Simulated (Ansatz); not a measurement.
This geometry of C3H11FSi2 (17 atoms, charge 0, multiplicity 1) is a first-order saddle point.

Computed with RKS B3LYP-D4/6-31G* in Ansatz.

```xyz
17
Properties=species:S:1:pos:R:3
C -1.170 -1.540 -0.551
C -0.215 -0.673 0.260
C 0.743 -1.506 1.103
F -1.025 0.060 1.182
Si 0.695 0.650 -0.821
Si 0.035 2.773 -0.085
H -1.719 -2.219 0.114
H -0.623 -2.142 -1.285
H -1.899 -0.926 -1.090
H 1.403 -2.105 0.466
H 1.370 -0.867 1.734
H 0.179 -2.184 1.754
H 2.172 0.476 -0.696
H 0.350 0.452 -2.259
H -1.433 2.950 -0.235
H 0.716 3.827 -0.892
H 0.402 2.973 1.342
```

Question: Which two structures does it join? (They come from a converged band through this point; their orientation in space is the band's.)

Answer: No bond is made or broken. The dihedral F4–C2–Si5–H13 goes from 77 to 167°. The two ends are copies of one structure, up to a mirror image or an exchange of like atoms.

Image 0:

```xyz
17
Properties=species:S:1:pos:R:3
C -1.301 -1.104 -0.302
C -0.021 -0.677 0.406
C 0.835 -1.869 0.813
F -0.418 -0.024 1.616
Si 0.957 0.680 -0.547
Si -0.240 2.687 -0.368
H -1.873 -1.782 0.342
H -1.071 -1.628 -1.236
H -1.936 -0.244 -0.538
H 1.200 -2.405 -0.071
H 1.701 -1.549 1.402
H 0.245 -2.568 1.419
H 2.309 0.818 0.064
H 1.139 0.268 -1.970
H -1.679 2.448 -0.670
H 0.270 3.707 -1.327
H -0.135 3.239 1.008
```

Image 6:

```xyz
17
Properties=species:S:1:pos:R:3
C -0.901 -1.895 -0.675
C -0.392 -0.682 0.092
C 0.512 -1.075 1.255
F -1.540 -0.044 0.662
Si 0.371 0.674 -1.041
Si 0.377 2.693 0.150
H -1.396 -2.595 0.010
H -0.072 -2.422 -1.162
H -1.621 -1.602 -1.445
H 1.411 -1.585 0.891
H 0.823 -0.201 1.835
H -0.023 -1.757 1.927
H 1.749 0.274 -1.454
H -0.458 0.793 -2.273
H -1.001 3.240 0.264
H 1.235 3.712 -0.518
H 0.908 2.470 1.523
```

Question: How far does it lie above each of them?

Answer: 4.4 kJ/mol above the first and 4.4 kJ/mol above the second. This is the barrier of this one path; another mechanism may lie lower.

The run took 2.2 min on 2 threads of Arm Neoverse V1 (shared host), peak memory 0.32 GiB.
